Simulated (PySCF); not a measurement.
Job file and geometry (Å, from GFN2-xTB) of an NMR shielding run on `B[Si@@H](BCCC)C(F)(F)F`, C$_{4}$H$_{11}$B$_{2}$F$_{3}$Si, PySCF 2.14.0, density-fitted response routines, GIAO PBE0/pcSseg-1 NMR shielding, non-relativistic, gas phase; density fitting, a coarse starting grid and PySCF grid level 2 are the driver's defaults:

```
$ OMP_NUM_THREADS=1 python probes_run.py task.json out

{"job": {"kind": "nmr", "xc": "PBE0", "basis": "pcSseg-1"}, "charge": 0, "multiplicity": 1}
B     -3.221965    -1.435362    -0.297915
Si    -2.079583    -0.201710     0.700949
B     -0.174547    -0.705078     0.814259
C      0.914012     0.011365    -0.050615
C      2.309008    -0.622791    -0.095812
C      3.300702     0.243703    -0.863442
C     -2.149499     1.527901    -0.254870
F     -3.386146     2.068998    -0.297489
F     -1.350017     2.478885     0.282797
F     -1.754016     1.410909    -1.546492
H     -3.318644    -1.383562    -1.461551
H     -3.774986    -2.309323     0.246114
H     -2.624988     0.275779     1.994785
H      0.146458    -1.564154     1.546031
H      0.576284     0.188727    -1.077361
H      1.013923     1.024498     0.365271
H      2.673599    -0.774983     0.921853
H      2.243062    -1.603691    -0.571632
H      4.274638    -0.238372    -0.913330
H      2.952023     0.416215    -1.879720
H      3.421762     1.208988    -0.375732
```

Question: Write the output of this run.

Answer: 
```
coarse grid: 18224 points
cycle   1  E = -796.7629979231  dE =  8.882e-01  |g| = 8.887e-01  |ddm| = 3.904e+00
cycle   2  E = -796.6246697320  dE =  1.383e-01  |g| = 1.314e+00  |ddm| = 1.212e+00
cycle   3  E = -796.9078458834  dE = -2.832e-01  |g| = 6.203e-02  |ddm| = 7.237e-01
cycle   4  E = -796.9084287488  dE = -5.829e-04  |g| = 3.742e-02  |ddm| = 8.006e-02
cycle   5  E = -796.9087513067  dE = -3.226e-04  |g| = 6.145e-03  |ddm| = 3.361e-02
cycle   6  E = -796.9087606322  dE = -9.326e-06  |g| = 1.468e-03  |ddm| = 7.416e-03
final grid: 173080 points
cycle   7  E = -796.9835856142  dE = -6.594e-05  |g| = 1.001e-02  |ddm| = 3.416e-02
cycle   8  E = -796.9835741829  dE =  1.143e-05  |g| = 1.269e-02  |ddm| = 1.795e-02
cycle   9  E = -796.9836098582  dE = -3.568e-05  |g| = 8.796e-04  |ddm| = 9.625e-03
cycle  10  E = -796.9836100057  dE = -1.475e-07  |g| = 3.080e-04  |ddm| = 8.348e-04
cycle  11  E = -796.9836100218  dE = -1.610e-08  |g| = 8.382e-05  |ddm| = 2.637e-04
cycle  12  E = -796.9836100235  dE = -1.754e-09  |g| = 1.800e-05  |ddm| = 9.309e-05
cycle  13  E = -796.9836100236  dE = -7.640e-11  |g| = 4.294e-06  |ddm| = 2.142e-05
converged SCF energy = -796.9836100236

GIAO shielding tensors (ppm)
atom      isotropic    diamagn.    paramagn.     s11        s22        s33       span
  0 B      -16.347     196.955    -213.303   -139.538    -59.665    150.162    289.700
  1 Si     392.862     881.981    -489.118    342.710    410.940    424.937     82.227
  2 B      -12.898     196.428    -209.325   -103.890    -61.898    127.095    230.985
  3 C      139.186     256.210    -117.024     98.753    152.557    166.248     67.495
  4 C      159.459     246.522     -87.063    141.194    165.213    171.970     30.777
  5 C      167.421     245.456     -78.035    153.092    162.909    186.262     33.171
  6 C       42.442     250.480    -208.038     34.238     39.669     53.418     19.180
  7 F      233.037     470.611    -237.575    141.962    232.069    325.080    183.117
  8 F      235.787     478.335    -242.549    139.762    238.930    328.667    188.905
  9 F      238.247     478.620    -240.373    132.343    255.231    327.166    194.823
 10 H       20.865      29.459      -8.594      6.654     27.658     28.282     21.627
 11 H       21.017      28.910      -7.893      8.497     26.429     28.124     19.627
 12 H       27.003      28.434      -1.431     22.904     26.478     31.627      8.723
 13 H       21.740      31.732      -9.992     11.445     26.246     27.529     16.085
 14 H       28.737      36.114      -7.377     22.865     28.365     34.981     12.117
 15 H       29.796      35.210      -5.414     23.941     30.508     34.939     10.998
 16 H       29.883      31.171      -1.289     25.213     28.547     35.888     10.675
 17 H       30.088      31.493      -1.404     25.733     29.059     35.472      9.739
 18 H       30.368      26.514       3.854     25.588     27.747     37.769     12.180
 19 H       30.687      29.565       1.122     26.729     29.252     36.082      9.353
 20 H       30.654      29.236       1.418     27.278     28.767     35.919      8.641
```

Size and cost of the density-fitted run: 232 basis functions, 110 s wall time on 1 thread of an Arm Neoverse N1, shared host; peak memory 1.1 GiB.
